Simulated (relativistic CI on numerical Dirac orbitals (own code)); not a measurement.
# Os6+: 5d valence photoemission

Computed with this model: Dirac-Coulomb-Breit CI, orbitals from a KLI potential per configuration, QED by a radiative potential, multiplet model of photoemission in the sudden approximation, unscaled Slater integrals; configurations [Xe] 4f14 5d2 → [Xe] 4f14 5d; 300 K; Lorentzian 0.21 eV and Gaussian 0.5 eV FWHM. Energies are those of the free ion, without screening or charge transfer. The energies are binding energies and can lie tens of eV above those of solids. S is read from ⟨S²⟩ = S(S + 1).

Field parameters in Wybourne normalisation: Oh B⁴₀ = 21Dq, B⁴₄ = √(5/14) B⁴₀. The field is a parameter set, without covalency.

Computed curve for Oh, 10Dq = 10000 cm⁻¹, scaled to 100 at the maximum (points under 2 are left out and the grid is thinned):

(Energy (eV), Intensity): (84.7, 2.4), (84.8, 3.0), (84.9, 4.0), (85.0, 5.4), (85.1, 8.0), (85.2, 12.7), (85.3, 21.1), (85.4, 35.0), (85.5, 54.6), (85.6, 76.6), (85.7, 94.2), (85.8, 100.0), (85.9, 91.4), (86.0, 72.2), (86.1, 50.3), (86.2, 31.8), (86.3, 19.2), (86.4, 11.8), (86.5, 7.9), (86.6, 6.1), (86.7, 5.4), (86.8, 5.5), (86.9, 5.9), (87.0, 6.1), (87.1, 6.0), (87.2, 5.2), (87.3, 4.2), (87.4, 3.1), (87.5, 2.3)

The ground state has S = 0.96, and the centroid lies at 85.85 eV.
